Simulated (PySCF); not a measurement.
Basis and Hamiltonian dependence of the excitation energy of Ga

Ga [Ar] 3d10 4s2 4p1 (2P) → Ga [Ar] 3d10 4s1 4p2, s spin flipped. Calculated with PySCF 2.14 from differences of total energies of unrestricted determinants, without spin-orbit coupling. Values in eV.

```json
{"basis": "aug-cc-pVDZ-PP with ECP10MDF", "Hamiltonian": "ECP", "functions": "32", "UHF": "6.883", "PBE": "6.406", "PBE0": "6.559", "MP2 (valence)": "6.576"}
{"basis": "x2c-TZVPPall", "Hamiltonian": "spin-free X2C", "functions": "48", "UHF": "6.897", "PBE": "6.420", "PBE0": "6.575", "MP2 (valence)": "6.570"}
{"basis": "x2c-TZVPPall with one added diffuse shell each of s, p, d type", "Hamiltonian": "spin-free X2C", "functions": "57", "UHF": "6.881", "PBE": "6.430", "PBE0": "6.579", "MP2 (valence)": "6.569"}
{"basis": "aug-cc-pVTZ-PP with one added diffuse shell each of s, d, f type with ECP10MDF", "Hamiltonian": "ECP", "functions": "68", "UHF": "6.870", "PBE": "6.392", "PBE0": "6.543", "MP2 (valence)": "6.545"}
```

Frozen in the all-electron rows: valence: [Ar] 3d10; with a core potential, the same shells as far as they lie outside it.

In the upper determinant the s electron has its spin opposite to the other open shell, which mixes two multiplicities. The upper state lies above the first ionisation limit, where it may autoionise and the basis confines it.
